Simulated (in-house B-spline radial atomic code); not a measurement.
Tc. Computed with a B-spline radial atomic code. Model: non-relativistic spherical atom: semilocal Troullier-Martins pseudo-atom, one channel per l, against all electrons, high spin, G0W0 and RPA with empty states to l = 8, local potential for every l without a channel, a model core (radius 0 = none) keeps its share of the functional.

Without relativity these are model numbers for so heavy an element.

What the tables leave out is listed at the end.

The pseudopotential gives back the lowest level of each angular momentum of its own functional in the configuration it was made in; a second state of the same l is only approximately right. Exact exchange, RPA and GW see the smooth pseudo-orbitals and miss the exchange with the core, for which the functional's share stands in. The column with an uncorrelated core keeps all orbitals and exact exchange, and so separates missing core correlation from pseudisation. Only the three outermost levels and the lowest empty one were computed. RPA here is direct RPA, with no exchange kernel, and its energies carry an (l + 1/2)⁻⁴ tail. A hybrid on a potential with a model core restores only its own semilocal share of the core's exchange.

Command:
```bash
python run_psgw.py task.json out
```
Settings (lengths in bohr, energies in hartree):
```
Z                      43
electrons              43
configuration          [Kr] 4d5 5s2
generated_in           [Kr] 4d5 5s2
functional             pbe,pbe
core_shells            7
radius_factor          0.8
core_correction        True
ion_configuration      [Kr] 4d5 5s1
```

Run time, properties included: 77 s on 1 thread of Arm Neoverse N1, with other jobs on the host.

Given: made with PBE; model core radius 0.742 bohr; local radius 1.04 bohr; mean-field start PBE0.

Valence shells of the generating configuration: 4p, 4d, 5s.

Channel: s 2.267, p 0.824, d 0.999 (radii in bohr).

Computed: largest level miss in the spin-unpolarised generating configuration 0.002 eV; valence RPA correlation energy all-electron orbitals -0.65598 hartree; all-electron RPA polarisability, core included 60.738 bohr³; pseudo-atom RPA polarisability 57.163 bohr³; ionisation by mean-field all-electron 6.4799 eV; ionisation by RPA all-electron 7.0238 eV; ionisation by RPA pseudo minus all 0.165 eV.

```tsv
level	occupied	mean-field all-electron (eV)	mean-field pseudo minus all (eV)	G0W0 all-electron (eV)	G0W0 uncorrelated core minus all (eV)	G0W0 pseudo minus all (eV)	exchange self-energy all-electron (eV)	exchange self-energy pseudo (eV)
5s down	1	-4.6692	-0.019	-6.9081	0.011	-0.238	-7.9152	-7.8527
5s up	1	-5.8698	-0.352	-8.1747	0.011	-0.814	-10.584	-11.882
```

(1) What is the ionisation by mean-field pseudo minus all?

(2) What is the valence RPA correlation energy pseudo?

Results:

(1) 0.047 eV.

(2) -0.80772 hartree.

Among the listed levels the largest G0W0 shift of the pseudo-atom is -0.81 eV, for 5s up on the PBE0 start, while leaving the core uncorrelated moves that level by +0.01 eV. So pseudisation and the lost core exchange, not the missing core correlation, make the error. Not in the tables (levels of low weight, unsolved or above zero; the highest and the empty levels are kept at any weight): the PBE start was refused, since an empty level lay at or below an occupied one; on PBE0 the G0W0 levels 4d up (pseudo minus all +0.31 eV, weights 0.38 and 0.67), 4d down (pseudo minus all -0.35 eV, weights 0.35 and 0.61); no Hartree-Fock pseudo-atom is run with a model core.
